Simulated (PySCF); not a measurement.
B(Me)(OMe)(SMe) (C3H9BOS), SMILES CSB(C)OC.

The structure is a stationary point at PBE-D3(BJ)/def2-SVP. One conformer was computed; it need not be the lowest.

All values below come from PBE-D3(BJ)/def2-SVP in PySCF.

Frequencies are harmonic and unscaled.

```
mode  ν (cm⁻¹)  IR (km/mol)  moving atoms (share of kinetic energy)
----  --------  -----------  --------------------------------------
1           11          0.0                                  H 98 %
2           72          0.2                                  H 95 %
3          109          4.3          H 43 %, C 33 %, S 13 %, O 10 %
4          147          1.9                  C 58 %, H 27 %, O 10 %
5          152          0.4          H 53 %, S 19 %, C 14 %, O 11 %
6          161          1.8                  H 54 %, O 31 %, C 12 %
7          232          1.1                          C 56 %, H 34 %
8          313          1.8   C 34 %, H 22 %, O 20 %, S 15 %, B 9 %
9          402          3.8          S 42 %, C 24 %, O 19 %, H 13 %
10         434          1.8                  B 54 %, H 32 %, O 12 %
11         600          7.9   C 31 %, H 25 %, O 21 %, S 15 %, B 8 %
12         707          1.0                  C 56 %, S 33 %, H 10 %
13         810          1.1                  H 57 %, C 27 %, O 12 %
14         831         10.8                  H 54 %, B 25 %, C 20 %
15         927          5.7                          H 83 %, C 15 %
16         938          4.6                          H 78 %, C 18 %
17        1040          1.4          C 37 %, O 26 %, B 21 %, H 13 %
18        1078        199.0                   B 60 %, H 22 %, C 9 %
19        1128          0.2                          H 76 %, C 19 %
20        1153         19.4                          H 68 %, C 20 %
21        1254        166.7            H 63 %, C 20 %, O 9 %, B 8 %
22        1279          2.6                          H 82 %, C 16 %
23        1338        267.2          B 36 %, H 29 %, O 18 %, C 17 %
24        1383         12.7                                  H 94 %
25        1388          2.7                                  H 96 %
26        1391          8.2                                  H 96 %
27        1397         16.0                                  H 96 %
28        1417          5.9                                  H 96 %
29        1425          9.0                                  H 97 %
30        1442         43.0                  H 71 %, B 13 %, O 10 %
31        2941         63.8                                  H 97 %
32        2962          4.3                                  H 97 %
33        2992         20.4                                  H 98 %
34        3020         28.8                          H 90 %, C 10 %
35        3035          6.0                           H 91 %, C 9 %
36        3059         22.6                           H 91 %, C 9 %
37        3079          7.1                           H 91 %, C 9 %
38        3100          4.0                          H 90 %, C 10 %
39        3106          3.6                          H 90 %, C 10 %
```
